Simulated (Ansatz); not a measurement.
Start from `OC(O)(O)F` and change one atom or group to get `OC(O)(F)O[SiH3]`.

Ansatz, PBE0-D4/def2-TZVP geometries, multiplicity 1. Each molecule was computed in one conformer, which needn't be the lowest.

```json
{"property": "HOMO–LUMO gap (PBE/def2-TZVPP) / eV", "`OC(O)(O)F`": "6.89"}
{"property": "LUMO energy (ωB97M-V/def2-TZVPP) / eV", "`OC(O)(O)F`": "2.04"}
{"property": "HOMO–LUMO gap (ωB97M-V/def2-TZVPP) / eV", "`OC(O)(O)F`": "13.56"}
{"property": "HOMO energy (PBE0/def2-TZVPP) / eV", "`OC(O)(O)F`": "-9.01"}
{"property": "HOMO energy (PBE/def2-TZVPP) / eV", "`OC(O)(O)F`": "-7.13"}
{"property": "size of the dipole moment (PBE/def2-TZVPP) / D", "`OC(O)(O)F`": "1.80"}
```

(1) What does the change do to each property? (An estimate is asked.)

## Answers

(1) The calculation gave: 
| property | `OC(O)(F)O[SiH3]` | shift |
| --- | --- | --- |
| HOMO–LUMO gap (PBE/def2-TZVPP) / eV | 6.58 | -0.31 |
| LUMO energy (ωB97M-V/def2-TZVPP) / eV | 1.75 | -0.29 |
| HOMO–LUMO gap (ωB97M-V/def2-TZVPP) / eV | 13.22 | -0.34 |
| HOMO energy (PBE0/def2-TZVPP) / eV | -9.10 | -0.09 |
| HOMO energy (PBE/def2-TZVPP) / eV | -7.29 | -0.16 |
| size of the dipole moment (PBE/def2-TZVPP) / D | 1.82 | 0.02 |

With PBE0 the HOMO falls by 0.09 eV and the LUMO falls by 0.49 eV, so the gap narrows by about 0.40 eV. PBE moves the HOMO by -0.16 eV and ωB97M-V by 0.05 eV. Dipoles are sizes alone; their direction can turn.
